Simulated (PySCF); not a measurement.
# How the method changes the constants of ZnC⁺

State: ²Π (doublet), unpaired electrons π ↑. Set-up: basis Zn pcseg-1, C pcseg-1; no relativity; PySCF 2.14. De refers to Zn⁺ + C in their high-spin ground configurations, without counterpoise correction. The functionals are run spin-unrestricted. A positive dipole points towards C; it is taken about the centre of mass and depends on that origin. Levels whose curve was spin-contaminated or gave no clean fit are not listed.

```json
{"Level": "ROHF", "Re (Å)": "2.143", "ωe (cm⁻¹)": "438", "De (eV)": "-0.280", "μ (D)": "-2.39"}
{"Level": "ROHF-MP2", "Re (Å)": "2.087", "ωe (cm⁻¹)": "467", "De (eV)": "1.13", "μ (D)": "n/a"}
{"Level": "ROHF-SCS-MP2", "Re (Å)": "2.109", "ωe (cm⁻¹)": "449", "De (eV)": "1.17", "μ (D)": "n/a"}
{"Level": "ROHF-CCSD", "Re (Å)": "2.129", "ωe (cm⁻¹)": "426", "De (eV)": "1.30", "μ (D)": "n/a"}
{"Level": "ROHF-CCSD(T)", "Re (Å)": "2.127", "ωe (cm⁻¹)": "421", "De (eV)": "1.49", "μ (D)": "n/a"}
{"Level": "LDA", "Re (Å)": "2.042", "ωe (cm⁻¹)": "459", "De (eV)": "2.44", "μ (D)": "-0.52"}
{"Level": "PBE", "Re (Å)": "2.097", "ωe (cm⁻¹)": "424", "De (eV)": "2.03", "μ (D)": "-0.61"}
{"Level": "BLYP", "Re (Å)": "2.129", "ωe (cm⁻¹)": "400", "De (eV)": "1.99", "μ (D)": "-0.34"}
{"Level": "PBE0", "Re (Å)": "2.107", "ωe (cm⁻¹)": "419", "De (eV)": "1.57", "μ (D)": "-0.93"}
```

The bond length runs from 2.042 Å (LDA) to 2.143 Å (ROHF). De spans -0.28 eV (ROHF, mean field) to 2.44 eV (LDA, local density). Correlation at CCSD(T) changes the Hartree–Fock bond energy by +1.77 eV; the triples alone change it by +0.19 eV.

Correlated steps freeze 6 core orbitals. Correlated levels converge slowly with the basis: in double zeta they bind strong bonds too weakly, by up to about 1 eV, and carry superposition errors of some tenths. For an ion De counts to the pair picked by the measured ionisation energies or electron affinities, which need not be the lowest pair at this level. UHF is strongly spin-contaminated for ZnC⁺, so the ROHF reference used there is far from stable. A negative De means that the minimum lies above the separated atoms at that level. The state was picked by a PBE0 search and need not be the measured ground state.
